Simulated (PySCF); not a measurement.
## Bond curve of SbCl

Set-up: basis Sb def2-SVPD with ECP28, Cl def2-SVPD; scalar-relativistic core potentials; PySCF 2.14. Energies in eV from Sb + Cl in their ground configurations at the same level. State: ³Σ⁻ (triplet), unpaired electrons π ↑↑.

All columns are PBE0. A positive dipole means Sb(−)Cl(+).

| R (Å) | E (eV) | μ (D) | Mulliken charge on Sb (basis-dependent) | HOMO (eV) | LUMO (eV) | Mayer bond order | ⟨S²⟩ |
| --- | --- | --- | --- | --- | --- | --- | --- |
| 2.057 | -1.953 | -0.56 | 0.49 | -5.88 | -2.53 | 1.02 | 2.00 |
| 2.153 | -2.609 | -1.12 | 0.50 | -6.07 | -2.69 | 0.97 | 2.00 |
| 2.248 | -2.961 | -1.67 | 0.51 | -6.26 | -2.84 | 0.93 | 2.00 |
| 2.320 | -3.081 | -2.07 | 0.52 | -6.39 | -2.95 | 0.90 | 2.00 |
| 2.392 | -3.112 | -2.47 | 0.52 | -6.52 | -3.06 | 0.88 | 2.00 |
| 2.464 | -3.076 | -2.86 | 0.52 | -6.64 | -3.16 | 0.87 | 2.01 |
| 2.559 | -2.953 | -3.36 | 0.52 | -6.80 | -3.29 | 0.85 | 2.01 |
| 2.679 | -2.724 | -3.96 | 0.52 | -6.97 | -3.44 | 0.84 | 2.01 |
| 2.823 | -2.392 | -4.63 | 0.51 | -7.16 | -3.73 | 0.83 | 2.01 |
| 3.014 | -1.924 | -5.40 | 0.49 | -7.36 | -4.27 | 0.80 | 2.04 |

A fit through these points gives, at Re = 2.385 Å, μ = -2.44 D and dμ/dR = -5.50 D/Å; the reduced mass is 27.12 u.

Question: How strong is the fundamental in the double-harmonic approximation, I = 42.26·(dμ/dR)²/μred km/mol?

Answer: I = 42.26·(-5.50)²/27.12 = 47.1 km/mol at PBE0.

These are scalar-relativistic numbers at best; spin–orbit coupling would shift them, the dissociation energy most. The state was picked by a PBE0 search and need not be the measured ground state.
